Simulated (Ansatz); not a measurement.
Program: Ansatz. Geometries: PBE0-D4/def2-TZVP. ΔE: electronic, gas phase. CCSD(T)/CBS adds triple-zeta CCSD(T) − MP2 to the extrapolated MP2 energy (def2 sets, frozen cores). This one scheme is used for every species. Double bonds are as drawn, so ΔE can hold a change between cis and trans. Functionals use def2-TZVPP. B3LYP here is the variant with VWN-RPA as its local correlation; programs differ in this. For Sc outer-core shells are correlated without core-valence functions, which leaves a few kJ/mol of doubt a bond. Scalar relativity is left out up to krypton. One conformer a species, not always the lowest.

Reaction (formal exchange of groups at the Sc–Cl bond): `[Cl][Sc]([Cl])[Cl]` + `C/N=C(/O)F` → `[OH][Sc]([Cl])[Cl]` + `C/N=C(/F)Cl`

CCSD(T)/CBS gives +0.65 eV.

Question: Another level gave +0.66 eV. Which?
A. HF/def2-TZVPP
B. PBE0/def2-TZVPP
C. PBE-D4/def2-TZVPP
D. B3LYP-D4/def2-TZVPP

Answer: D. B3LYP-D4 0.66, PBE0 0.74, HF/def2-TZVPP 1.01, PBE-D4 0.61 eV.

Largest T1 diagnostic among the species: 0.015.

From PBE to PBE0 (25 % exact exchange), in def2-TZVPP and without D4, ΔE moves by +0.12 eV. In def2-TZVPP, CCSD(T) changes the Hartree–Fock value by −0.33 eV (the triples alone add −0.04 eV) and MP2 by −0.39 eV.
